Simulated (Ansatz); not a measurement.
```xyz
9

N    -0.813    0.102   -0.577
Si    0.559   -0.951   -0.564
O     1.112   -0.138    0.787
Si   -0.193    0.906    0.823
H    -1.627    0.201   -1.151
H     1.482   -0.844   -1.723
H     0.284   -2.387   -0.304
H    -1.000    0.783    2.063
H     0.197    2.328    0.646
```

Total charge 0; spin multiplicity 1.

Problem. List the PBE0/def2-TZVPP orbital energies in eV (the Gaussian-basis code of Ansatz). (Best estimate.)

Solution. Ansatz gave: Occupied: -1803.36, -1803.36, -522.40, -390.87, -145.55, -145.55, -100.26, -100.26, -100.22, -100.21, -100.18, -100.18, -27.87, -23.42, -15.39, -15.38, -12.59, -11.72, -11.71, -10.11, -9.78, -9.74, -8.73, -7.67. Lowest empty: -0.51, 0.86, 1.15, 1.81, 1.88, 2.21, 2.59, 3.43.
